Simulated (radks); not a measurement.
All-electron atom: B II in [He] 2s2.

Method: non-relativistic Kohn-Sham, exchange-only PBE, spin-polarised, spherical densities, point nucleus; computed with a radial shooting solver on a logarithmic mesh with Libxc functionals.

Energy parts (eV):
total: -658.566
kinetic: 658.566
electron-nucleus: -1484.536
Hartree: 261.178
exchange: -93.775

Orbitals (lengths in bohr, moments of r in powers of bohr):
orbital  occ.  eigenvalue (eV)   <r^2>   <1/r>     <r>
1s          2        -192.8274  0.1476   4.652  0.3296
2s          2         -18.6746   3.824  0.8035   1.793

The highest occupied level is 2s at -18.675 eV. Virial ratio -V/T = 2.00000.
